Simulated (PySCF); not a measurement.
The numbers below are computed, except where a source is named.
# CH8NSi2

CH8NSi2 is a small molecule (built as: Si site whose three back bonds go to NHSiH3, CH3, H), neutral, doublet. The structure, one conformer, was relaxed in the gas phase by PBE0-D3(BJ)/def2-SVP. No frequency run checks that it is a minimum.

SMILES: C[SiH]N[SiH3]

```xyz
12

Si    1.116   -0.997    0.140
N    -0.618   -1.041    0.357
Si   -1.817    0.081   -0.233
C     1.616    0.775   -0.255
H     1.780   -1.469    1.407
H    -0.992   -1.892    0.768
H    -1.614    0.398   -1.681
H    -3.158   -0.551   -0.052
H    -1.794    1.380    0.509
H     1.170    1.124   -1.199
H     2.711    0.839   -0.359
H     1.308    1.460    0.552
```
Atoms count from 1 in this order.

EPR values by unrestricted B3LYP, IGLO-III on C N Si, pcH-1 on H.

Q: Predict g and the largest hyperfine couplings. Where does the spin sit?

A: g = 2.0021, 2.0023, 2.0034. The spin sits on Si1 (81 %, bonded to 1 C + 1 N + 1 H) by Mulliken populations.
| atom | isotope | isotropic (MHz) | dipolar, principal values (MHz) |
| --- | --- | --- | --- |
| Si1 | 29Si | -578.0 | -140.6, 69.1, 71.5 |
| H5 | 1H | 131.7 | -7.3, -0.3, 7.6 |
| H12 | 1H | 52.1 | -3.9, 0.0, 3.9 |
| C4 | 13C | 39.8 | -4.9, -4.3, 9.2 |
| N2 | 14N | 12.4 | -5.8, -5.4, 11.2 |
| H6 | 1H | -7.4 | -7.3, -3.0, 10.3 |

Q: How do the isotropic couplings move with BHandHLYP?

A: Si1 -578.0 to -610.3 MHz, H5 131.7 to 133.8 MHz, H12 52.1 to 51.3 MHz, C4 39.8 to 41.4 MHz.

The 2 runs behind this took 55 s in all, one thread each of AMD EPYC 7R43 64-Core on a shared host, launched as `OMP_NUM_THREADS=1 python cluster_run.py task.json out`.
